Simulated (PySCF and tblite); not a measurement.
The numbers below are computed, except where a source is named.
C₈H₁₂, numbered as in [CH:1]#[C:2][C@@H:3]1[CH2:4][CH2:5][CH2:6][C@H:7]1[CH3:8].

Search: ETKDG and KDG, MMFF94s, GFN2-xTB, 60 starts; geometries at GFN2-xTB. Weights use PBE0-D3(BJ)/pcSseg-1 energies plus GFN2-xTB zero-point and thermal terms (modes under about 100 cm⁻¹ blended into free rotors). Symmetry numbers and mirror images are counted. Conformers within 3 kcal/mol (GFN2-xTB free energy) were kept, 10 at most. Programs: PySCF with density fitting and tblite.

Rotational constants are equilibrium values for the commonest isotopes; dipoles come from the energy level named.

The 5-ring runs over atoms 3–4–5–6–7.

| conformer | shape | symmetry | weight % |
| --- | --- | --- | --- |
| 1 | 5-ring envelope (ring torsions -27, 42, -39, 22, 3°) | C1 | 83.1 |
| 2 | 5-ring between envelope and twist (ring torsions 10, -31, 40, -34, 15°) | C1 | 16.9 |

Sets of constants, in random order:

```tsv
set	A (MHz)	B (MHz)	C (MHz)	abs μa (D)	abs μb (D)	abs μc (D)
P	3063	1694	1438	0.84	0.08	0.08
Q	2780	1832	1247	0.91	0.02	0.04
```

Task: Match each set to its conformer.

Result: P is conformer 2, Q is conformer 1.
